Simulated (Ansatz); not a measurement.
A nudged elastic band was laid between two geometries of Al2ClH3N (7 atoms, charge -1, multiplicity 1).

The calculation used RKS B3LYP-D4/6-31G* (Ansatz 0.2.0).

```json
{
  "movable images": "5",
  "climbing image": "yes",
  "spring": "5.0 eV/Å²",
  "optimiser": "quadratic models (default)",
  "start path": "IDPP",
  "force threshold": "0.05 eV/Å",
  "iteration limit": "60",
  "end points": "relaxed"
}
```

Image 0:

```xyz
7
Properties=species:S:1:pos:R:3
N -2.339 0.589 0.193
Al -0.908 -0.170 -0.426
Al 1.569 -0.078 0.273
Cl -1.113 -1.517 -2.175
H -2.181 1.198 1.004
H 2.118 0.785 1.540
H 2.854 -0.807 -0.407
```

Image 6:

```xyz
7
Properties=species:S:1:pos:R:3
N -1.893 0.882 0.627
Al -0.813 -0.092 -0.303
Al 1.668 -0.101 0.286
Cl -1.269 -1.421 -2.056
H -2.894 0.925 0.419
H 2.346 0.695 1.526
H 2.855 -0.888 -0.498
```

What changes between the two ends?

No bond is made or broken. The dihedral H5–N1–Al2–Cl4 changes from 180 to 0° by way of a nearly straight angle H5–N1–Al2 (up to 169°), not by a turn about the bond.

Give the energies along the band, and the barrier.

The forces met the threshold. The highest image is number 3 of 0 to 6, 10.0 kJ/mol above the first end and 16.1 kJ/mol above the last; the last end lies 6.1 kJ/mol below the first. A vibrational analysis at the climbing image gives one clearly imaginary mode, 378i cm⁻¹: a first-order saddle point. Limits of this set-up: an anion without diffuse functions, the dipole of an ion depends on the origin.

```csv
image,path coordinate (Å),energy (kJ/mol),angle H5–N1–Al2 (°)
0,0.00,0.0,114
1,0.65,-0.1,117
2,1.31,-0.2,118
3,1.96,10.0,169
4,2.69,-6.3,125
5,3.41,-6.4,122
6,4.13,-6.1,122
```

What is the geometry of the highest image?


```xyz
7
Properties=species:S:1:pos:R:3
N -1.962 0.867 0.209
Al -0.865 -0.278 -0.320
Al 1.615 -0.181 0.226
Cl -1.370 -1.941 -1.717
H -2.492 1.584 0.668
H 2.234 -0.192 1.730
H 2.840 0.141 -0.796
```

What are the harmonic wavenumbers there?

378i, 43, 92, 136, 204, 307, 322, 406, 420, 520, 815, 1014, 1763, 1776, 3723 cm⁻¹.

The band took 31 iterations and roughly 6 core-minutes.

Run time: 6 min on 1 thread of Intel(R) Xeon(R) Platinum 8488C (Sapphire Rapids), on a shared host, peak memory 0.18 GiB.
